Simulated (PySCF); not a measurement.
Compound: C4H4FNSi.
Cartesian coordinates in Å at the PBE0-D3(BJ)/def2-SVP level; atoms count from 1:
```xyz
11
C4H4FNSi angstrom
N      3.3790   -0.6921    0.5717
C      2.2633   -0.4304    0.3865
C      0.8914   -0.1680    0.1548
C      0.2472    1.0250    0.1272
C     -1.1694    0.7511   -0.3063
F     -2.1218    1.2676    0.5331
Si    -0.7011   -1.1187   -0.1681
H      0.6608    2.0170    0.3526
H     -1.3647    1.1234   -1.3289
H     -0.7806   -2.0024   -1.3678
H     -1.2661   -1.7984    1.0290
```

Level of theory: PySCF 2.14.0, PBE0-D3(BJ)/def2-SVP geometry optimisation, gas phase.

Take the most abundant isotopes and a rigid rotor. 

Q: Give the principal moments of inertia and the rotational constants in cm⁻¹.

A: Ia = 98.75, Ib = 386.82, Ic = 462.63 u·Å²; 505379 MHz·u·Å²/I gives 5118, 1306 and 1092 MHz, that is A = 0.17072, B = 0.04358, C = 0.03644 cm⁻¹.

Q: Classify the top.

A: An asymmetric top; Ray's κ = -0.894.

Q: Is it planar, by Δ = Ic − Ia − Ib?

A: Not planar: Δ = Ic − Ia − Ib = -22.93 u·Å². For a rigid frame Δ = −2 Σ m c², so Σ m c² = 11.47 u·Å² lies off the ab plane: 5.16 from hydrogen and 6.30 from heavier atoms. The atom farthest from that plane is 1.49 Å away.

Q: Give the other two planar moments, Paa and Pbb, and the rms extents of the mass along the axes.

A: Paa = Σ m a² = (Ib + Ic − Ia)/2 = 375.35 and Pbb = Σ m b² = (Ia + Ic − Ib)/2 = 87.28 u·Å². With the mass M = 113.01 u, the rms extents √(P/M) along a, b and c are 1.82, 0.88, 0.32 Å.

Q: Which lines would a microwave search look for?

A: The dipole components are |μa| = 2.86 D, |μb| = 0.75 D, |μc| = 1.25 D. Intensities carry the squares of the components, which stand as 1.00 : 0.07 : 0.19 (a : b : c). Some of the stronger lines:

```
type  branch         J(Ka,Kc)    MHz  lower level (cm⁻¹)
   a       Q  2(1,1) ← 2(1,2)    642               0.360
   a       Q  3(1,2) ← 3(1,3)   1284               0.589
   a       R  1(0,1) ← 0(0,0)   2399               0.000
   c       Q  3(1,3) ← 3(0,3)   3315               0.479
   c       Q  2(1,2) ← 2(0,2)   3606               0.240
   c       Q  1(1,1) ← 1(0,1)   3812               0.080
   a       R  2(1,2) ← 1(1,1)   4584               0.207
   a       R  2(1,1) ← 1(1,0)   5012               0.214
   c       R  1(1,0) ← 0(0,0)   6424               0.000
   a       R  3(1,3) ← 2(1,2)   6870               0.360
   a       R  3(0,3) ← 2(0,2)   7162               0.240
   a       R  3(2,2) ← 2(2,1)   7197               0.763
   a       R  3(2,1) ← 2(2,0)   7232               0.763
   c       R  2(1,1) ← 1(0,1)   9037               0.080
   c       Q  3(2,2) ← 3(1,2)  11119               0.632
   c       Q  2(2,1) ← 2(1,1)  11435               0.381
   c       R  3(1,2) ← 2(0,2)  11761               0.240
   c       R  2(2,0) ← 1(1,0)  16455               0.214
   c       R  2(2,1) ← 1(1,1)  16660               0.207
   c       R  3(2,1) ← 2(1,1)  18675               0.381
   c       R  3(2,2) ← 2(1,2)  19273               0.360
   c       Q  3(3,1) ← 3(2,1)  19554               1.004
   c       R  3(3,0) ← 2(2,0)  26786               0.763
```

No PBE0-D3(BJ)/def2-SVP frequencies stand behind this structure, so it isn't proved a minimum. Constants of a rigid frame at the computed geometry: no zero-point averaging, no centrifugal distortion. Quadrupole hyperfine structure (14N) is left out.

On one thread, Arm Neoverse V1 (aarch64), shared host with 32 logical CPUs at a one-minute load of 8.9, this took 48 s and 0.53 GiB of memory at its peak. This is the geometry optimisation.
